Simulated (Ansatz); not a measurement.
Born–Oppenheimer molecular dynamics of C4H12OSi (18 atoms, charge 0, multiplicity 1). It starts from a relaxed structure.

Level of theory: Ansatz 0.2.0, RKS r2SCANh/STO-3G.

```json
{
 "ensemble": "NVE (velocity Verlet)",
 "time step": "0.5 fs",
 "steps asked": "300",
 "starting velocities drawn for": "1000 K",
 "seed": "296167"
}
```

First frame:

```xyz
18
Properties=species:S:1:pos:R:3
C 2.208 0.136 -0.254
C 0.961 -0.641 0.272
O 0.574 -1.726 -0.639
Si -0.560 0.481 0.467
C -1.043 1.193 -1.192
C -1.969 -0.508 1.193
H 2.480 0.945 0.435
H 2.010 0.572 -1.241
H 3.072 -0.536 -0.347
H 1.233 -1.050 1.270
H 1.437 -2.272 -0.687
H -0.205 1.553 1.370
H -0.253 1.829 -1.599
H -1.233 0.396 -1.916
H -1.950 1.798 -1.115
H -2.868 0.103 1.307
H -1.709 -0.906 2.178
H -2.220 -1.356 0.549
```

Question: How far do the bonds stretch over the last three quarters of this one trajectory? (Pairs bonded in most of those frames.)

Answer: 
```
   bond  mean (Å)  spread (Å)  shortest  longest
  C1–C2     1.568       0.027      1.52     1.62
  C1–H7     1.107       0.056      0.98     1.24
  C1–H8     1.113       0.084      0.98     1.25
  C1–H9     1.107       0.053      1.02     1.20
  C2–O3     1.472       0.028      1.43     1.51
 C2–Si4     1.907       0.033      1.83     1.98
 C2–H10     1.120       0.042      1.05     1.20
 O3–H11     1.030       0.045      0.96     1.10
 Si4–C5     1.877       0.049      1.79     1.95
 Si4–C6     1.892       0.062      1.77     1.98
Si4–H12     1.449       0.017      1.42     1.48
 C5–H13     1.096       0.025      1.04     1.15
 C5–H14     1.097       0.033      1.04     1.15
 C5–H15     1.097       0.031      1.04     1.15
 C6–H16     1.096       0.018      1.06     1.13
 C6–H17     1.097       0.020      1.06     1.13
 C6–H18     1.096       0.010      1.07     1.12
```

Mean temperature of the second half: 523 K. The conserved energy stayed within 1.4 meV per atom of its start (net change 0.74 meV per atom), so the integration is sound. Over the second half the temperature averaged 0.52 of the 1000 K drawn at the start: a run that starts near a minimum puts about half its kinetic energy into the potential. A run of 0.15 ps of so small a system gives no equilibrium averages. Limits of this set-up: minimal basis.

Time of the run: 12 min on 1 thread of Intel(R) Xeon(R) 6975P-C (Granite Rapids), with other jobs on the host, peak memory 0.14 GiB.
